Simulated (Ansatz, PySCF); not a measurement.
C₂H₇FOSi₂, SMILES C[Si@H](F)C(=O)[SiH3]. Atoms are numbered in the order given.

```xyz
13

C      2.4907    -0.2574    -0.6362
Si     1.0687     0.0611     0.5243
F      0.6873    -1.2945     1.3640
C     -0.5073     0.5173    -0.4984
O     -0.4083     1.4569    -1.2723
Si    -2.1678    -0.4926    -0.3181
H      2.5970     0.6090    -1.3094
H      2.2979    -1.1498    -1.2524
H      3.4395    -0.4019    -0.0968
H      1.3499     1.1435     1.5048
H     -2.5790    -0.4755     1.1156
H     -3.2231     0.1075    -1.1787
H     -1.8973    -1.9028    -0.7237
```

Coordinates come from a B3LYP-D3(BJ)/def2-SVP optimisation. The structure was generated by enumeration; whether it is a known compound was not checked. Other conformers were not sampled.

Two levels are set side by side: PBE-D3(BJ)/def2-SVP (Ansatz, a first-principles code) and B3LYP-D3(BJ)/def2-SVP (Ansatz). Each level has its own optimised geometry; the coordinates shown are those of the second. Frequencies come from the Hessian of PySCF at each geometry. Differences are taken from unrounded values.

```json
[
 {"quantity": "mean bond length (Å)", "B3LYP-D3(BJ)": "1.489", "PBE-D3(BJ)": "1.500", "PBE-D3(BJ) minus B3LYP-D3(BJ)": "0.010"},
 {"quantity": "bond C1–Si2 (Å)", "B3LYP-D3(BJ)": "1.863", "PBE-D3(BJ)": "1.869", "PBE-D3(BJ) minus B3LYP-D3(BJ)": "0.006"},
 {"quantity": "bond Si2–F3 (Å)", "B3LYP-D3(BJ)": "1.640", "PBE-D3(BJ)": "1.651", "PBE-D3(BJ) minus B3LYP-D3(BJ)": "0.012"},
 {"quantity": "bond Si2–C4 (Å)", "B3LYP-D3(BJ)": "1.933", "PBE-D3(BJ)": "1.945", "PBE-D3(BJ) minus B3LYP-D3(BJ)": "0.011"},
 {"quantity": "bond C4–O5 (Å)", "B3LYP-D3(BJ)": "1.221", "PBE-D3(BJ)": "1.229", "PBE-D3(BJ) minus B3LYP-D3(BJ)": "0.008"},
 {"quantity": "bond C4–Si6 (Å)", "B3LYP-D3(BJ)": "1.952", "PBE-D3(BJ)": "1.963", "PBE-D3(BJ) minus B3LYP-D3(BJ)": "0.011"},
 {"quantity": "bond C1–H7 (Å)", "B3LYP-D3(BJ)": "1.102", "PBE-D3(BJ)": "1.110", "PBE-D3(BJ) minus B3LYP-D3(BJ)": "0.007"},
 {"quantity": "bond C1–H8 (Å)", "B3LYP-D3(BJ)": "1.101", "PBE-D3(BJ)": "1.108", "PBE-D3(BJ) minus B3LYP-D3(BJ)": "0.007"},
 {"quantity": "bond C1–H9 (Å)", "B3LYP-D3(BJ)": "1.101", "PBE-D3(BJ)": "1.108", "PBE-D3(BJ) minus B3LYP-D3(BJ)": "0.007"},
 {"quantity": "bond Si2–H10 (Å)", "B3LYP-D3(BJ)": "1.487", "PBE-D3(BJ)": "1.502", "PBE-D3(BJ) minus B3LYP-D3(BJ)": "0.015"},
 {"quantity": "bond Si6–H11 (Å)", "B3LYP-D3(BJ)": "1.492", "PBE-D3(BJ)": "1.505", "PBE-D3(BJ) minus B3LYP-D3(BJ)": "0.013"},
 {"quantity": "bond Si6–H12 (Å)", "B3LYP-D3(BJ)": "1.488", "PBE-D3(BJ)": "1.502", "PBE-D3(BJ) minus B3LYP-D3(BJ)": "0.013"},
 {"quantity": "bond Si6–H13 (Å)", "B3LYP-D3(BJ)": "1.492", "PBE-D3(BJ)": "1.506", "PBE-D3(BJ) minus B3LYP-D3(BJ)": "0.014"},
 {"quantity": "highest harmonic wavenumber (cm⁻¹)", "B3LYP-D3(BJ)": "3134", "PBE-D3(BJ)": "3090", "PBE-D3(BJ) minus B3LYP-D3(BJ)": "-44"},
 {"quantity": "mean harmonic wavenumber (cm⁻¹)", "B3LYP-D3(BJ)": "1085", "PBE-D3(BJ)": "1050", "PBE-D3(BJ) minus B3LYP-D3(BJ)": "-35"},
 {"quantity": "zero-point energy (kcal/mol)", "B3LYP-D3(BJ)": "51.17", "PBE-D3(BJ)": "49.54", "PBE-D3(BJ) minus B3LYP-D3(BJ)": "-1.63"}
]
```

Exact exchange shortens and stiffens bonds; PBE has none. Differences between two approximate levels are no errors against the true value.
